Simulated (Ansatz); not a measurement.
The cluster SiB7, relaxed as a doublet with UKS PBE-D4/def2-SVP in Ansatz, starting from the GFN1-xTB geometry. Force threshold 0.02 eV/Å.

The relaxation made no stability test and no search for a lower SCF solution. The structure comes from a short search, and lower isomers may exist.

Start:

```tsv
atom	x (Å)	y (Å)	z (Å)
B1	0.1172	-0.3582	-1.5476
B2	-1.2818	0.3541	0.8100
B3	-1.4318	0.0353	-0.7031
B4	-0.3769	0.4909	2.0222
B5	1.9810	-0.1115	0.7347
B6	1.3810	-0.3231	-0.6444
B7	1.1178	0.2872	1.9111
Si8	-1.5065	-0.3746	-2.5829
```

```
         step  energy (eV)  largest force component (eV/Å)  SCF passes
            1  -12584.3675                           2.192          45
            2  -12584.6419                           0.782          33
            3  -12584.7470                           0.514          36
            4  -12584.8959                           1.243          69
            5  -12585.7238                           1.462          39
            6  -12586.2210                           1.297          29
            7  -12586.3244                           0.165          25
            8  -12586.3364                           0.162          26
            9  -12586.5387                           1.417          31
           10  -12587.1986                           1.764          32
           11  -12587.3408                           1.332          32
12 (rejected)  -12587.1665                           2.250          32
           13  -12587.4918                           0.143          27
           14  -12587.4928                           0.140          27
           15  -12587.4935                           0.018          28
```

Force components are those of the run's own axes.

End:

```xyz
8

B    -0.217   -0.279   -1.327
B    -0.830    0.179    0.233
B    -1.826    0.035   -1.033
B     0.232    0.305    1.460
B     1.885   -0.027    1.114
B     0.876   -0.166   -0.130
B     1.450    0.374    2.539
Si   -1.570   -0.422   -2.854
```

Bonds formed: B1–B2, B2–B6, B4–B5, B4–B6 (atoms count from 1). The end is the same structure that another start reached.

No frequencies were taken in this run, so the end may be a saddle point.

It took 24 s on 4 threads of Arm Neoverse V1 on a shared host.
